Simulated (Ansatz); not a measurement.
Isomers of C3H9B, B3LYP-D3(BJ)/def2-TZVP minima from an xTB search, which can miss the lowest.
Isomer 1, SMILES CB(C)C (charge 0, multiplicity 1):
```tsv
atom	x (Å)	y (Å)	z (Å)
C	-0.9788	-1.2295	0.1043
B	-0.0029	-0.0040	-0.0080
C	1.5510	-0.2296	0.0284
C	-0.5758	1.4529	-0.1432
H	-1.7849	-1.1809	-0.6343
H	-0.5016	-2.2094	0.0459
H	-1.4822	-1.1684	1.0794
H	1.8470	-0.9856	0.7617
H	2.1471	0.6717	0.1832
H	1.8419	-0.6465	-0.9464
H	-1.6543	1.5180	-0.2966
H	-0.3332	2.0088	0.7720
H	-0.0733	2.0024	-0.9466
```
Isomer 2, SMILES CBCC (charge 0, multiplicity 1, Z-matrix in Å and degrees):
```
C
H 1 1.0998
H 1 1.1008 2 102.56
C 1 1.5299 2 110.48 3 -117.65
H 4 1.0919 1 111.91 2 55.58
H 4 1.0921 5 107.44 1 -122.52
H 4 1.0922 5 107.47 6 -114.99
B 1 1.5634 2 106.99 3 111.66
H 8 1.2001 1 116.82 2 -52.65
C 8 1.5601 9 117.96 1 -178.02
H 10 1.0908 8 115.64 9 -166.13
H 10 1.0929 11 109.52 8 -128.84
H 10 1.1011 11 106.96 12 -113.17
```

Frozen-core correlation. MP2 and its Hartree–Fock in cc-pVQZ are density fitted.

Codes used: Ansatz (an electronic-structure program) with Gaussian orbitals. Each number belongs to the level named beside it.

The energy of isomer 2 above isomer 1 is E(isomer 2) − E(isomer 1). Total energies (hartree):

```
level                isomer 2      isomer 1
---------------  ------------  ------------
HF/cc-pVTZ       -143.5759829  -143.5963028
MP2/cc-pVTZ      -144.2143512  -144.2367399
HF/cc-pVQZ       -143.5850600  -143.6053562
MP2/cc-pVQZ      -144.2623747  -144.2848974
MP2/cc-pVDZ      -144.0560332  -144.0767245
CCSD(T)/cc-pVDZ  -144.1337712  -144.1535612
```

Question: Work out the energy of isomer 2 above isomer 1 at the basis-set limit: extrapolate the MP2 correlation part as X⁻³, take Hartree–Fock from the larger set, and add the CCSD(T) − MP2 difference of cc-pVDZ.

Answer: 
1. Differences (1 hartree = 627.509 kcal/mol): HF/cc-pVTZ 12.751; MP2/cc-pVTZ 14.049; HF/cc-pVQZ 12.736; MP2/cc-pVQZ 14.133; MP2/cc-pVDZ 12.984; CCSD(T)/cc-pVDZ 12.418.
2. Correlation parts, MP2 less HF: 1.298 in cc-pVTZ (X = 3), 1.397 in cc-pVQZ (X = 4).
3. Limit (4³·(1.397) − 3³·(1.298))/(4³ − 3³) = 1.469; with HF/cc-pVQZ it gives 14.205.
4. CCSD(T) less MP2 in cc-pVDZ: -0.566.
Result: 13.64 kcal/mol, against 14.05 at MP2/cc-pVTZ. It is an estimate of this method's limit, not of the exact value.
